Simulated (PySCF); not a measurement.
B₃H₂O₃, SMILES B1O[B]OBO1 (connectivity only; charge and spin as stated), charge +1, multiplicity 1. Heavy atoms are numbered as in [B:1]1[O:2][BH:3][O:4][BH:5][O:6]1. Hydrogens are named by the atom that carries them.

Geometry: PBE0-D3(BJ)/def2-SVP. The spin state was assumed, not searched. The isomer is the one that the SMILES or the coordinates give; other isomers of the formula were not compared.

Level of theory: HF/pcSseg-1 in PySCF.

GIAO shieldings, no solvent; atoms alike by connectivity are averaged. δ = σ(ref) − σ: ¹¹B against BF3 (σ = 102.7 ppm); ¹⁷O against H2O (σ = 333.0 ppm); ¹H against TMS (σ = 31.99 ppm), references at their B3LYP-D3(BJ)/def2-TZVP geometries, non-relativistic.

```
atoms    nucleus  count  δ (ppm)
-------  -------  -----  -------
B3 (BH)      ¹¹B      2     19.5
B1           ¹¹B      1     18.2
O4           ¹⁷O      1      [?]
O2           ¹⁷O      2    155.2
H on B3       ¹H      2      [?]
```

Question: Complete the blanks. (Estimate from the structure and the level; the computed values follow.)

Answer: 
- O4, δ (ppm): 178.4
- H on B3, δ (ppm): 5.73
